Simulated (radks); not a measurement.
Q: These are the eigenvalues of the occupied orbitals of an atom or ion with whole-number occupations (eV). Method: non-relativistic Kohn-Sham, PBE, spin-polarised, spherical densities, point nucleus; computed with a radial shooting solver on a logarithmic mesh with Libxc functionals.

| orbital | eigenvalue |
|---|---|
| 1s down | -8793.171 |
| 1s up | -8793.169 |
| 2s up | -1087.861 |
| 2s down | -1086.531 |
| 2p up | -959.3770 |
| 2p down | -958.3971 |
| 3s up | -158.1007 |
| 3s down | -155.6399 |
| 3p up | -117.9496 |
| 3p down | -115.5203 |
| 3d up | -50.2832 |
| 3d down | -47.9593 |

Which element is it, and in what charge state? The configuration may be excited. Open shells, if any, are filled with parallel spins first.

A: Z = 29, copper, charge +3: Cu3+ in [Ar] 3d8. The list shows which subshells hold electrons but not how many an open one holds; the 1s level, -323.14 hartree, gives Z - s = 25.4 by -(Z - s)^2/2, which with screening narrows Z to a few neighbours, and the depths of the outer levels then fix element, charge and occupations together.
